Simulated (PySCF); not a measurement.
A side-by-side comparison of computed properties.

First species: ethyl methyl carbonate, C4H8O3.
Bonds: C1–C2, C2–O3, O3–C4, C4–O5 (double), C4–O6, O6–C7. Hydrogens: H8, H9, H10 on C1; H11, H12 on C2; H13, H14, H15 on C7.

Second species: CH3BF2O.
Z-matrix (Å and degrees, PBE0-D3(BJ)/def2-SVP geometry), rows numbered from 1:
```
O 
C   1  1.4026
B   2  1.5668  1  115.19
F   3  1.3183  2  122.16  1  -170.32
F   3  1.3227  2  120.58  1    11.78
H   1  0.9624  2  108.31  3   -37.17
H   2  1.1145  1  112.69  3   123.93
H   2  1.1048  1  108.36  3  -121.55
```

Levels: CAM-B3LYP/def2-SVPD for dipole moment, HOMO energy, LUMO energy, HOMO–LUMO gap, static isotropic polarisability and electronic spatial extent ⟨r²⟩ about the centre of nuclear charge; TDDFT CAM-B3LYP/def2-SVPD for lowest singlet excitation; TDA CAM-B3LYP/def2-SVPD for lowest triplet excitation (Tamm–Dancoff); ΔSCF CAM-B3LYP/def2-SVPD for vertical ionisation energy; PBE0-D3(BJ)/def2-SVP for rotational constant A and rotational constant C. Geometries: PBE0-D3(BJ)/def2-SVP. Each species is one conformer at its optimised geometry, gas phase, non-relativistic unless stated. Electronic properties by PySCF.

The conformers computed, where there is a choice (atom-mapped SMILES and torsion angles):
- `[CH3:1][CH2:2][O:3][C:4](=[O:5])[O:6][CH3:7]`: C1–C2–O3–C4 -81°, C2–O3–C4–O5 -3°, O3–C4–O6–C7 180°
- `[OH:1][CH2:2][B:3]([F:4])[F:5]`: O1–C2–B3–F4 -170°, H–O1–C2–B3 -37°

(1) Which of the two has the higher ⟨r²⟩, and by how much?

(2) Which of the two has the higher S1 energy, and by how much?

(3) Which of the two has the higher HOMO energy, and by how much?

(4) Which of the two has the higher rotational constant C, and by how much?

(5) Which has the higher rotational constant A?

(6) Which of the two has the higher static isotropic polarisability, and by how much?

(7) Which has the higher T1 energy?

(8) Which has the higher HOMO–LUMO gap?

## Answers

(1) The first: 902 bohr² against 422 bohr², a difference of 480 bohr².

(2) The first: 7.14 eV against 7.07 eV, a difference of 0.07 eV.

(3) The second: -9.81 eV against -10.02 eV, a difference of 0.21 eV.

(4) The second: 2.641 GHz against 1.403 GHz, a difference of 1.238 GHz.

(5) The second: 9.245 GHz against 7.164 GHz, a difference of 2.081 GHz.

(6) The first: 61.1 au against 31.8 au, a difference of 29.3 au.

(7) The first: 6.70 eV against 6.64 eV, a difference of 0.06 eV.

(8) The first: 11.21 eV against 10.45 eV, a difference of 0.76 eV.

On the first: The dipole equals about 1.5 × 10⁻³⁰ C·m (1 D = 3.33564 × 10⁻³⁰ C·m). The vertical singlet–triplet gap S1 − T1 is 0.44 eV (TDDFT singlet less Tamm–Dancoff triplet).

On the second: In atomic units the dipole is 0.35 e·bohr (1 au = 2.5417 D). No computed singlet falls in the visible range (750 to 380 nm, 1.65 to 3.26 eV); S1 lies 3.81 eV above its blue end.
